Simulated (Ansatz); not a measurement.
All numbers were calculated with Ansatz.

A structure relaxed at PBE0-D4/def2-TZVP, charge 0, multiplicity 1:

Cartesian coordinates in Å:
```
B 1.584 -1.395 0.841
O 0.357 -0.871 0.673
C 0.110 0.510 0.842
O -0.111 1.114 -0.380
Si -1.319 0.661 -1.420
H 2.494 -0.690 1.185
H 1.703 -2.568 0.643
H -0.772 0.593 1.487
H 0.975 0.990 1.309
H -2.565 0.402 -0.648
H -0.958 -0.553 -2.192
H -1.499 1.807 -2.339
```

Question: Give its formula and SMILES.

Answer: CH7BO2Si, `BOCO[SiH3]`.

Question: Summarise the bond lengths by kind.

Answer: 1 × B–O 1.345 Å; 2 × B–H 1.195 to 1.201 Å; 2 × C–O 1.381 to 1.412 Å; 2 × C–H 1.094 to 1.096 Å; 1 × O–Si 1.657 Å; 3 × H–Si 1.481 to 1.488 Å.
